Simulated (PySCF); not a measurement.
Input for PySCF:
```python
from pyscf import gto, scf, dft

mol = gto.M(
    atom='''
C     1.05833802    0.47727651    0.97110393
C     0.96501957   -0.69868733    0.01191923
Si   -0.84211903   -0.37976868   -0.77270691
C    -0.31879072    0.99011582    0.58104385
H     1.86318259    1.16764572    0.73806192
H     1.13584709    0.18482051    2.01377110
H     1.68976193   -0.65965217   -0.79669617
H     0.94572194   -1.66504962    0.50831183
H    -1.87958013   -1.31092150   -0.34989867
H    -0.85038746    0.07979365   -2.15504985
H    -0.29912040    1.95664619    0.08499323
H    -1.04316039    0.95124873    1.39000123
''',
    basis='def2-svp',
    charge=1,
    spin=1,
    verbose=3,
)

mf = dft.UKS(mol)
mf.xc = 'wb97x'
mf = mf.density_fit(auxbasis='def2-universal-jkfit')
mf.kernel()
mf.analyze()
```

Q: What does this run give for the HOMO energy, <S^2>, total energy, nuclear repulsion energy, number of basis functions?

A: 
The HOMO energy is -15.93 eV and the <S^2> is 0.754. The total energy comes out as -11103.4622 eV and the nuclear repulsion energy comes out as 165.2511 Eh. The number of basis functions is 100.

These values belong to the state on which the SCF converged, which isn't shown to be the lowest.
